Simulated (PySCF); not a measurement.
C2H7BS2 (SMILES CSBSC), singlet, geometry from GFN2-xTB, with bond 5-4 at 1.4 times its length; CASCI(6,5)/STO-3G (PySCF).

PySCF was given this input:
```python
from pyscf import gto, scf, mcscf
import numpy

mol = gto.Mole()
mol.atom = '''
    B    -0.24831494   -0.08602288    0.15453988
    H    -1.21631965   -0.53786270    0.62881117
    S    -0.38046930    1.19006381   -1.07626100
    C    -2.19457764    1.34637491   -1.25981995
    H    -2.79793031   -0.02049308   -1.53051569
    H    -2.36751223    2.00442814   -2.10432250
    H    -2.61576674    1.77807078   -0.35786284
    S     1.34582791   -0.70336726    0.64253562
    C     0.88990134   -2.03154425    1.81604384
    H     0.48777459   -1.59239356    2.72315442
    H     1.79973640   -2.57852874    2.03802992
    H     0.16152593   -2.68976914    1.35492737
'''
mol.basis = 'sto-3g'
mol.verbose = 4
mol.build()

mf = scf.RHF(mol)
mf.kernel()
mc = mcscf.CASCI(mf, 5, 6)
mc.fix_spin_(ss=0.0)
mc.kernel()
occ = numpy.linalg.eigvalsh(mc.fcisolver.make_rdm1(mc.ci, mc.ncas, mc.nelecas))[::-1]
ss = mc.fcisolver.spin_square(mc.ci, mc.ncas, mc.nelecas)[0]
print('natural occupations', occ.round(4), ' <S^2>', round(ss, 4))
```

### Question
Predict the main parts of the log of this PySCF run.

### Answer

```
PySCF version 2.14.0

[INPUT] verbose = 4
[INPUT] num. atoms = 12
[INPUT] num. electrons = 56
[INPUT] charge = 0
[INPUT] spin (= nelec alpha-beta = 2S) = 0
[INPUT] symmetry False subgroup None
[INPUT] Mole.unit = angstrom
[INPUT] Symbol           X                Y                Z      unit          X                Y                Z       unit  Magmom
[INPUT]  1 B     -0.248314940000  -0.086022880000   0.154539880000 AA   -0.469247229238  -0.162559683646   0.292038048523 Bohr   0.0
[INPUT]  2 H     -1.216319650000  -0.537862700000   0.628811170000 AA   -2.298511018427  -1.016413195619   1.188280895367 Bohr   0.0
[INPUT]  3 S     -0.380469300000   1.190063810000  -1.076261000000 AA   -0.718982775805   2.248894671656  -2.033838528551 Bohr   0.0
[INPUT]  4 C     -2.194577640000   1.346374910000  -1.259819950000 AA   -4.147150698694   2.544279840886  -2.380714671763 Bohr   0.0
[INPUT]  5 H     -2.797930310000  -0.020493080000  -1.530515690000 AA   -5.287322001519  -0.038726308649  -2.892255483450 Bohr   0.0
[INPUT]  6 H     -2.367512230000   2.004428140000  -2.104322500000 AA   -4.473949711258   3.787820220971  -3.976593202760 Bohr   0.0
[INPUT]  7 H     -2.615766740000   1.778070780000  -0.357862840000 AA   -4.943082744346   3.360066804292  -0.676262757759 Bohr   0.0
[INPUT]  8 S      1.345827910000  -0.703367260000   0.642535620000 AA    2.543246160696  -1.329171486386   1.214216347078 Bohr   0.0
[INPUT]  9 C      0.889901340000  -2.031544250000   1.816043840000 AA    1.681669810483  -3.839062242435   3.431825487803 Bohr   0.0
[INPUT] 10 H      0.487774590000  -1.592393560000   2.723154420000 AA    0.921760385622  -3.009187710921   5.146016048699 Bohr   0.0
[INPUT] 11 H      1.799736400000  -2.578528740000   2.038029920000 AA    3.401008892411  -4.872713122920   3.851318382469 Bohr   0.0
[INPUT] 12 H      0.161525930000  -2.689769140000   1.354927370000 AA    0.305239769716  -5.082927012907   2.560441647977 Bohr   0.0

nuclear repulsion = 254.926138841029
number of shells = 26
number of NR pGTOs = 120
number of NR cGTOs = 40
basis = sto-3g
ecp = {}

******** <class 'pyscf.scf.hf.RHF'> ********
method = RHF
initial guess = minao
damping factor = 0
level_shift factor = 0
DIIS = <class 'pyscf.scf.diis.CDIIS'>
diis_start_cycle = 1
diis_space = 8
diis_damp = 0
SCF conv_tol = 1e-09
SCF conv_tol_grad = None
SCF max_cycles = 50
direct_scf = True
direct_scf_tol = 1e-13
Set gradient conv threshold to 3.16228e-05
Initial guess from minao.
init E= -889.502385223272
  HOMO = -0.244443170042497  LUMO = 0.132211993498062  gap/eV = 10.24931
cycle= 1 E= -889.520314572827  delta_E= -0.0179  |g|= 0.403  |ddm|=  4.1
  HOMO = -0.191523667271751  LUMO = 0.261273365998165  gap/eV = 12.32123
cycle= 2 E= -889.589477962304  delta_E= -0.0692  |g|= 0.149  |ddm|= 0.849
  HOMO = -0.230360089137595  LUMO = 0.29230388452271  gap/eV = 14.22241
cycle= 3 E= -889.597586553019  delta_E= -0.00811  |g|= 0.032  |ddm|= 0.24
  HOMO = -0.24115891316073  LUMO = 0.279754304123875  gap/eV = 14.17477
cycle= 4 E= -889.598233009243  delta_E= -0.000646  |g|= 0.0047  |ddm|= 0.0781
  HOMO = -0.240617746156632  LUMO = 0.281335946959159  gap/eV = 14.20308
cycle= 5 E= -889.598253533509  delta_E= -2.05e-05  |g|= 0.00198  |ddm|= 0.0125
  HOMO = -0.240846818821723  LUMO = 0.281269738806335  gap/eV = 14.20752
cycle= 6 E= -889.598257321121  delta_E= -3.79e-06  |g|= 0.000588  |ddm|= 0.00619
  HOMO = -0.24104210206841  LUMO = 0.281265802186647  gap/eV = 14.21272
cycle= 7 E= -889.59825772379  delta_E= -4.03e-07  |g|= 9.48e-05  |ddm|= 0.00252
  HOMO = -0.241035178203423  LUMO = 0.281296357058533  gap/eV = 14.21337
cycle= 8 E= -889.598257732533  delta_E= -8.74e-09  |g|= 1.83e-05  |ddm|= 0.000345
  HOMO = -0.241033042107097  LUMO = 0.281295355915342  gap/eV = 14.21328
cycle= 9 E= -889.598257732745  delta_E= -2.12e-10  |g|= 4.37e-06  |ddm|= 5.31e-05
  HOMO = -0.24103247573363  LUMO = 0.281297218527575  gap/eV = 14.21331
Extra cycle  E= -889.598257732758  delta_E= -1.36e-11  |g|= 1.61e-06  |ddm|= 8.6e-06
converged SCF energy = -889.598257732758

******** <class 'pyscf.mcscf.casci.CASCI'> ********
CAS (3e+3e, 5o), ncore = 25, nvir = 10
natorb = False
canonicalization = True
sorting_mo_energy = False
******** <class 'pyscf.fci.addons.SpinPenaltyFCISolver'> ********
max. cycles = 200
conv_tol = 1e-08
davidson only = True
linear dependence = 1e-12
level shift = 0.001
max iter space = 12
nroots = 1
pspace_size = 400
spin = None
Density matrix diagonal elements [1.9994063  1.98870907 1.99682053 0.01285336 0.00221073]
CASCI converged
CASCI E = -889.604803161100  E(CI) = -5.86183095682907  S^2 = 0.0000000
natural occupations [1.9994e+00 1.9968e+00 1.9896e+00 1.2600e-02 1.5000e-03]  <S^2> 0.0
```
